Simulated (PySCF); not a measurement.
**Atomic charges against the basis set**

Species: C₃H₇BO₂.
Cartesian coordinates in Å at the PBE0-D3(BJ)/def2-SVP level; atoms count from 1:
```
atom  x, y, z in Å
C1    -1.2721   -0.8586   -0.6064
C2    -0.2792   -0.3279    0.4004
C3     0.0265    1.1814    0.2675
O4     1.4402    1.2799    0.2271
B5     1.9443    0.0167    0.1731
O6     0.9936   -0.9535    0.2321
H7    -0.9417   -0.6303   -1.6316
H8    -1.3730   -1.9489   -0.5100
H9    -2.2628   -0.4048   -0.4496
H10   -0.6300   -0.5638    1.4207
H11   -0.3629    1.7696    1.1127
H12   -0.3940    1.6019   -0.6624
H13    3.1178   -0.2173    0.0824
```

PBE0 throughout (PySCF), one geometry, spherical d and f functions. Geometry: PBE0-D3(BJ)/def2-SVP; no solvent, vibrations or thermal averaging. Atoms taken as equivalent share a column and are averaged. The first 7 of 11 kinds of atom are listed.

Mulliken charges (e):

| basis | functions | C1 | C2 | C3 | O4 | B5 | O6 | H7/H8/H9 |
| --- | --- | --- | --- | --- | --- | --- | --- | --- |
| pcSseg-0 | 68 | -0.604 | -0.135 | -0.111 | -0.665 | +0.641 | -0.655 | +0.243 |
| 6-31G* | 98 | -0.548 | +0.062 | -0.119 | -0.433 | +0.408 | -0.435 | +0.187 |
| cc-pVDZ | 119 | -0.048 | -0.018 | +0.142 | -0.208 | +0.113 | -0.201 | +0.053 |
| def2-SVP | 119 | -0.043 | -0.008 | +0.191 | -0.264 | +0.140 | -0.256 | +0.053 |
| aug-cc-pVDZ | 201 | +0.426 | +0.567 | +1.115 | -0.528 | -0.362 | -0.540 | -0.090 |
| 6-311+G(2d,p) | 204 | -0.587 | +0.073 | -0.174 | -0.590 | +0.884 | -0.505 | +0.161 |
| def2-TZVP | 228 | -0.386 | +0.087 | -0.046 | -0.277 | +0.219 | -0.284 | +0.129 |
| cc-pVTZ | 278 | -0.294 | +0.094 | +0.031 | -0.232 | +0.124 | -0.243 | +0.101 |
| IGLO-III | 280 | -0.374 | +0.112 | -0.077 | -0.429 | +0.575 | -0.435 | +0.125 |
| pcSseg-2 | 314 | -0.052 | +0.152 | +0.212 | -0.484 | +0.546 | -0.489 | +0.036 |

IAO charges (e):

```json
{"basis": "pcSseg-0", "functions": "68", "C1": "-0.430", "C2": "+0.037", "C3": "-0.104", "O4": "-0.373", "B5": "+0.317", "O6": "-0.378", "H7/H8/H9": "+0.153"}
{"basis": "6-31G*", "functions": "98", "C1": "-0.421", "C2": "+0.078", "C3": "-0.074", "O4": "-0.403", "B5": "+0.374", "O6": "-0.409", "H7/H8/H9": "+0.146"}
{"basis": "cc-pVDZ", "functions": "119", "C1": "-0.420", "C2": "+0.081", "C3": "-0.073", "O4": "-0.395", "B5": "+0.351", "O6": "-0.401", "H7/H8/H9": "+0.145"}
{"basis": "def2-SVP", "functions": "119", "C1": "-0.410", "C2": "+0.081", "C3": "-0.068", "O4": "-0.394", "B5": "+0.355", "O6": "-0.401", "H7/H8/H9": "+0.143"}
{"basis": "aug-cc-pVDZ", "functions": "201", "C1": "-0.430", "C2": "+0.080", "C3": "-0.076", "O4": "-0.408", "B5": "+0.363", "O6": "-0.413", "H7/H8/H9": "+0.149"}
{"basis": "6-311+G(2d,p)", "functions": "204", "C1": "-0.432", "C2": "+0.078", "C3": "-0.077", "O4": "-0.412", "B5": "+0.371", "O6": "-0.417", "H7/H8/H9": "+0.150"}
{"basis": "def2-TZVP", "functions": "228", "C1": "-0.432", "C2": "+0.080", "C3": "-0.075", "O4": "-0.412", "B5": "+0.375", "O6": "-0.418", "H7/H8/H9": "+0.150"}
{"basis": "cc-pVTZ", "functions": "278", "C1": "-0.433", "C2": "+0.080", "C3": "-0.076", "O4": "-0.410", "B5": "+0.373", "O6": "-0.416", "H7/H8/H9": "+0.150"}
{"basis": "IGLO-III", "functions": "280", "C1": "-0.433", "C2": "+0.079", "C3": "-0.077", "O4": "-0.413", "B5": "+0.374", "O6": "-0.418", "H7/H8/H9": "+0.150"}
{"basis": "pcSseg-2", "functions": "314", "C1": "-0.432", "C2": "+0.080", "C3": "-0.076", "O4": "-0.413", "B5": "+0.376", "O6": "-0.418", "H7/H8/H9": "+0.150"}
```

Hirshfeld charges (e):

```
        basis  functions      C1      C2      C3      O4      B5      O6  H7/H8/H9
     pcSseg-0         68  -0.104  +0.065  +0.017  -0.185  +0.184  -0.185    +0.043
       6-31G*         98  -0.103  +0.061  +0.019  -0.186  +0.191  -0.185    +0.042
      cc-pVDZ        119  -0.114  +0.052  +0.008  -0.170  +0.187  -0.168    +0.044
     def2-SVP        119  -0.117  +0.056  +0.010  -0.178  +0.195  -0.176    +0.045
  aug-cc-pVDZ        201  -0.125  +0.041   0.000  -0.189  +0.209  -0.186    +0.050
6-311+G(2d,p)        204  -0.117  +0.042  +0.005  -0.195  +0.215  -0.191    +0.048
    def2-TZVP        228  -0.121  +0.044  +0.003  -0.189  +0.211  -0.186    +0.048
      cc-pVTZ        278  -0.122  +0.045  +0.002  -0.185  +0.208  -0.182    +0.048
     IGLO-III        280  -0.125  +0.041   0.000  -0.191  +0.213  -0.187    +0.050
     pcSseg-2        314  -0.126  +0.042  -0.001  -0.191  +0.215  -0.187    +0.050
```

Some averages cover members that differ in this geometry, most widely: H7/H8/H9, Mulliken in aug-cc-pVDZ -0.125 to -0.045 e.

Which scheme is steadiest as the basis changes?

Largest range over the bases for any column: Hirshfeld 0.03 e, IAO 0.06 e, Mulliken 1.29 e. Hirshfeld charges move least and Mulliken charges most, counted in e.

How much do the charges still move between the two largest bases, IGLO-III and pcSseg-2?

At most, over all atoms: Mulliken 0.321 e, IAO 0.002 e, Hirshfeld 0.002 e.

What do the same runs give for the total energy, the frontier levels and the dipole moment?

```csv
basis,energy (Eh),HOMO (eV),LUMO (eV),μ (D)
pcSseg-0,-292.8922,-8.15,1.11,3.15
6-31G*,-293.5739,-7.83,1.45,2.43
cc-pVDZ,-293.5935,-7.87,1.11,2.37
def2-SVP,-293.3636,-7.99,1.07,2.51
aug-cc-pVDZ,-293.6132,-8.04,-0.12,2.36
"6-311+G(2d,p)",-293.6667,-8.08,0.18,2.40
def2-TZVP,-293.6913,-8.05,0.72,2.35
cc-pVTZ,-293.6825,-8.02,0.81,2.34
IGLO-III,-293.6983,-8.06,0.50,2.35
pcSseg-2,-293.6924,-8.08,0.46,2.38
```

The dipole is fixed by the density alone, so its range of 0.81 D shows that the density itself changes with the basis, not only its division among atoms.
